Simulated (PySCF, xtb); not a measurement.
C2H10OSi3, SMILES O[C@@H]1C[Si@H]([SiH3])[SiH2]1. Other conformers were not sampled.

Harmonic wavenumbers (cm⁻¹) from GFN2-xTB run with xtb at its own minimum, in rising order: 16, 53, 87, 136, 216, 331, 335, 356, 376, 425, 431, 466, 493, 519, 528, 588, 615, 697, 718, 756, 783, 791, 810, 826, 951, 1036, 1108, 1123, 1193, 1277, 1321, 1485, 2061, 2163, 2199, 2223, 2250, 2257, 2855, 2935, 2981, 3505.

### Question
What does PBE-D3(BJ)/def2-SVP run with PySCF give at its own minimum? (An estimate is asked for; the answer gives what the named calculation found.)

### Answer
94, 104, 142, 172, 223, 323, 367, 379, 430, 440, 484, 507, 522, 590, 602, 624, 650, 706, 730, 770, 848, 878, 894, 903, 915, 976, 1052, 1073, 1128, 1239, 1308, 1363, 2133, 2141, 2143, 2149, 2173, 2177, 2935, 2959, 3025, 3644. Paired by order, the mean absolute difference is 51 cm⁻¹ and the zero-point energies are 66.2 and 67.1 kcal/mol.
